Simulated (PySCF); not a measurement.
C4H4OSe, SMILES C=C1C[Se]C1=O.

The structure is a stationary point at PBE0-D3(BJ)/def2-SVP. The structure was generated by enumeration, and PubChem lists no compound with its InChIKey, so it may never have been made.

Vertical ionisation energy (IE) and electron affinity (EA) in eV. Rows of orbital energies are one-electron estimates. Where ΔSCF, EOM or ADC give a negative EA the extra electron is unbound and the value depends on the basis.

| level | IE | EA |
|---|---|---|
| −ε(HOMO), −ε(LUMO), CAM-B3LYP/def2-TZVP (PySCF) | … | … |
| −ε(HOMO), −ε(LUMO), PBE/def2-TZVP (PySCF) | 5.99 | 2.94 |

Complete the blanks. (An estimate is asked for; the answer gives what the named calculation found.)


- −ε(HOMO), −ε(LUMO), CAM-B3LYP/def2-TZVP (PySCF), IE: 8.33
- −ε(HOMO), −ε(LUMO), CAM-B3LYP/def2-TZVP (PySCF), EA: 0.96
